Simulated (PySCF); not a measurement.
## Radial density of Ag³⁴⁺ (silver, charge +34)

BHandHLYP, [Ne] 3s2 3p1, 2P determinant. Computed with PySCF 2.14 in an uncontracted even-tempered set (18 s from 5 bohr⁻², ratio 2.5; 12 p from 6.5 bohr⁻², ratio 2.5; 5 d from 27 bohr⁻², ratio 2.7; 4 f from 41 bohr⁻², ratio 2.7), with scalar relativity by spin-free X2C-1e.

```csv
r (bohr),4πr²ρ (e/bohr),4πr²(ρα − ρβ)
0.0256,58.39,0.3107
0.0431,48.21,0.9657
0.0724,62.35,1.4685
0.122,59.57,0.1901
0.205,18.61,1.8351
0.345,11.47,3.5114
0.580,0.9217,0.2977
0.975,0.002367,0.0005
```

Densities and radii are taken from the X2C orbitals without a picture-change correction, which distorts them close to the nucleus.

Spin-orbit coupling, absent here, splits the open shell strongly.
